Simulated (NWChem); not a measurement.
System: ammonia (NH3); SMILES N

The following NWChem deck was run.

```
start job
memory heap 200 mb stack 700 mb global 900 mb
geometry units angstroms noautosym nocenter noautoz
  N      0.000000     0.000000     0.138842
  H      0.661761     0.661761    -0.266394
  H      0.242221    -0.903982    -0.266394
  H     -0.903982     0.242221    -0.266394
end
basis spherical
  * library pcsseg-1
end
dft
  xc kt2
  iterations 150
end
property
  shielding 2 1 2
end
task dft property
```

The geometry was optimised at PBE0/def2-SVP. No frequency run checked for a minimum.

GIAO values for the isolated, static molecule; σ is the absolute isotropic shielding.

Atoms are numbered as in the input.

Question: What results follow from this input? (KT2/pcSseg-1, GIAO.) Quantities: σ N1 (ppm); σ H2 (ppm).

Answer: The σ N1 (ppm) is 264.3 and the σ H2 (ppm) comes out as 31.76.
